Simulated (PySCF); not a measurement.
Al(Me)(OH)(SeH) (CH5AlOSe), SMILES [OH][Al]([SeH])[CH3]. Atoms are numbered in the order given.

```xyz
9

Al    -0.8122     0.4977     0.2217
C     -2.5414    -0.3637     0.0661
H     -2.4723    -1.3935    -0.3158
H     -3.1963     0.2096    -0.6103
H     -3.0422    -0.3968     1.0476
O     -0.7474     2.1157     0.7480
H      0.0213     2.6716     0.8761
Se     1.1314    -0.6698    -0.3021
H      2.0072     0.4702     0.0112
```

Geometry optimised at PBE0-D3(BJ)/def2-SVP. The structure was generated by enumeration; whether it is a known compound was not checked. The values are those of a single conformer.

Two levels are set side by side: PBE/pcSseg-1 (PySCF) and PBE0/pcSseg-1 (PySCF). GIAO shifts against H2O (¹⁷O), Me2Se (⁷⁷Se), TMS (¹H), TMS (¹³C) at the same level; non-relativistic, no solvent, atoms listed together averaged. Differences are taken from unrounded values.

```tsv
quantity	PBE0
δ(¹³C) of C2 (ppm)	-10.2
δ(¹⁷O) of O6 (ppm)	66.8
δ(¹H) of H7 (ppm)	2.52
δ(⁷⁷Se) of Se8 (ppm)	-441.0
δ(¹H) of H9 (ppm)	0.57
```

Problem. What does PBE give, and how far is it from PBE0? (Estimate from the structure and the level; the computed values follow.)

Solution. 
```
quantity                 PBE  PBE minus PBE0
--------------------  ------  --------------
δ(¹³C) of C2 (ppm)     -10.7            -0.5
δ(¹⁷O) of O6 (ppm)      81.9            15.1
δ(¹H) of H7 (ppm)       2.69            0.17
δ(⁷⁷Se) of Se8 (ppm)  -473.3           -32.3
δ(¹H) of H9 (ppm)       0.44           -0.14
```

Rough cost on one machine, each run with all the roots and properties that it gave: PBE0 against PBE within a factor of 2.
